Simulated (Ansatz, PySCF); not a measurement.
C3H6FNSi, SMILES [SiH2](F)N1CC=C1. Atoms are numbered in the order given.

```xyz
12

F      2.0025    -0.2557     1.2680
Si     1.3912    -0.0991    -0.2385
N     -0.3234    -0.1312    -0.2967
C     -1.3316    -1.1242    -0.2555
C     -2.3590    -0.2941     0.0267
C     -1.3851     0.8720     0.0362
H      1.8330     1.2270    -0.7320
H      1.8937    -1.2533    -1.0222
H     -1.1851    -2.1934    -0.4282
H     -3.4318    -0.3921     0.1648
H     -1.2223     1.3646     1.0091
H     -1.5102     1.6302    -0.7541
```
Charge 0, spin multiplicity 1.

The structure is a stationary point at B3LYP-D3(BJ)/def2-SVP. The structure was generated by enumeration, and PubChem lists no compound with its InChIKey, so it may never have been made. The values are those of a single conformer.

Two levels are set side by side: PBE-D3(BJ)/def2-SVP (Ansatz, a quantum-chemistry and plane-wave program) and B3LYP-D3(BJ)/def2-SVP (Ansatz). Each level has its own optimised geometry; the coordinates shown are those of the second. Frequencies come from the Hessian of PySCF at each geometry. Differences are taken from unrounded values.

| quantity | B3LYP-D3(BJ) | PBE-D3(BJ) | PBE-D3(BJ) minus B3LYP-D3(BJ) |
|---|---|---|---|
| mean bond length (Å) | 1.374 | 1.381 | 0.008 |
| bond F1–Si2 (Å) | 1.633 | 1.645 | 0.012 |
| bond Si2–N3 (Å) | 1.716 | 1.728 | 0.012 |
| bond N3–C4 (Å) | 1.416 | 1.417 | 0.001 |
| bond N3–C6 (Å) | 1.498 | 1.499 | 0.001 |
| bond C4–C5 (Å) | 1.351 | 1.362 | 0.011 |
| bond C5–C6 (Å) | 1.519 | 1.519 | -0.001 |
| bond Si2–H7 (Å) | 1.482 | 1.496 | 0.014 |
| bond Si2–H8 (Å) | 1.483 | 1.496 | 0.013 |
| bond C4–H9 (Å) | 1.093 | 1.101 | 0.008 |
| bond C5–H10 (Å) | 1.086 | 1.094 | 0.008 |
| bond C6–H11 (Å) | 1.103 | 1.111 | 0.009 |
| bond C6–H12 (Å) | 1.102 | 1.111 | 0.009 |
| highest harmonic wavenumber (cm⁻¹) | 3280 | 3220 | -60 |
| mean harmonic wavenumber (cm⁻¹) | 1253 | 1217 | -36 |
| zero-point energy (kcal/mol) | 53.72 | 52.18 | -1.54 |

Exact exchange shortens and stiffens bonds; PBE has none. Differences between two approximate levels are no errors against the true value.
